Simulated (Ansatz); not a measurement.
Born–Oppenheimer molecular dynamics of BCl$_{2}$H$_{3}$O (7 atoms, charge 0, multiplicity 1). It starts at the highest image of a converged band, a first-order saddle point between two minima.

Theory: RKS B3LYP-D4/cc-pVDZ in Ansatz 0.2.0.

```yaml
ensemble: NVE (velocity Verlet)
time_step: 0.5 fs
steps_asked: 155
starting_velocities_drawn_for: 100 K
seed: 2258
```

First frame:

```xyz
7
Properties=species:S:1:pos:R:3
B 0.109 0.078 0.123
O 0.015 -0.026 1.616
H -0.891 -0.240 1.896
Cl 1.643 -0.510 -0.540
H -0.904 -0.017 -0.503
Cl 0.275 2.315 0.509
H 0.136 1.207 1.589
```

Task: How far do the bonds stretch over the last three quarters of this one trajectory? (Pairs bonded in most of those frames.)

Result: 
| bond | mean (Å) | spread (Å) | shortest | longest |
| --- | --- | --- | --- | --- |
| B1–O2 | 1.364 | 0.027 | 1.33 | 1.45 |
| B1–Cl4 | 1.788 | 0.016 | 1.76 | 1.82 |
| B1–H5 | 1.202 | 0.024 | 1.17 | 1.24 |
| O2–H3 | 0.969 | 0.007 | 0.96 | 0.98 |
| Cl6–H7 | 1.308 | 0.029 | 1.26 | 1.35 |

Mean temperature of the second half: 1235 K. The conserved energy stayed within 0.058 meV per atom of its start (net change 0.0036 meV per atom), so the integration is sound. The kinetic energy rose, since the run started high on the potential surface and went downhill. It ends in pieces (BClH2O + ClH), so much of that is their flight and rotation, not heat. A run of 0.077 ps of so small a system gives no equilibrium averages. The orbitals stay closed-shell, which can raise the energy where a bond breaks towards radicals; this wasn't checked here.

Run time: 7.2 min on 1 thread of AMD EPYC 7R43 64-Core Processor (Zen 3) (shared host), peak memory 0.17 GiB.
